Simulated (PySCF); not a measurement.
Bonds: Si1-N2, Si1-N14, N2-C3, N2-C4, C4-C5, N14-C15, N14-C16, C16-C17. Si1 carries H26, H27; C3 carries H6, H7, H8; C4 carries H9, H10; C5 carries H11, H12, H13; C15 carries H18, H19, H20; C16 carries H21, H22; C17 carries H23, H24, H25.

Non-relativistic, one computed conformer, no solvent model, one averaged value for each set of equivalent atoms. Shielding tensors at KT2/pcSseg-1 (GIAO); structure optimised with PBE0-D3(BJ)/def2-SVP; PySCF.

Scale: ¹³C (183.22 ppm) and ¹H (31.18 ppm) and ²⁹Si (361.05 ppm) against TMS; ¹⁵N (264.30 ppm) against NH3 (reference shieldings calculated alike).

```json
{"atoms": "C5/C17", "nucleus": "¹³C", "count": "2", "δ (ppm)": "?"}
{"atoms": "H26/H27", "nucleus": "¹H", "count": "2", "δ (ppm)": "?"}
{"atoms": "N2/N14", "nucleus": "¹⁵N", "count": "2", "δ (ppm)": "?"}
{"atoms": "C3/C15", "nucleus": "¹³C", "count": "2", "δ (ppm)": "33.6"}
{"atoms": "H6/H7/H8/H18/H19/H20", "nucleus": "¹H", "count": "6", "δ (ppm)": "2.60"}
{"atoms": "Si1", "nucleus": "²⁹Si", "count": "1", "δ (ppm)": "-26.8"}
{"atoms": "H9/H10/H21/H22", "nucleus": "¹H", "count": "4", "δ (ppm)": "3.07"}
{"atoms": "H11/H12/H13/H23/H24/H25", "nucleus": "¹H", "count": "6", "δ (ppm)": "1.01"}
{"atoms": "C4/C16", "nucleus": "¹³C", "count": "2", "δ (ppm)": "51.2"}
```

Task: Fill in the missing shifts.

Result: 
- C5/C17: 16.8 ppm, carbon bonded to C, 3 H
- H26/H27: 5.04 ppm, hydrogen on a silicon bonded to 2 N
- N2/N14: 52.4 ppm, nitrogen bonded to 2 C, Si

Shifts are as computed. Against solution values, carbons near 30 ppm lie about +2 ppm off and those near 130 ppm about -5 ppm. Of 1309 compounds with measured shifts, 239 miss one by over three times the rms of a fit or turn the order of signals round; such compounds aren't used in these exercises. Experimental scales use liquid or dissolved standards, which lie at an offset from isolated NH3 (liquid NH3: subtract about 20 ppm).
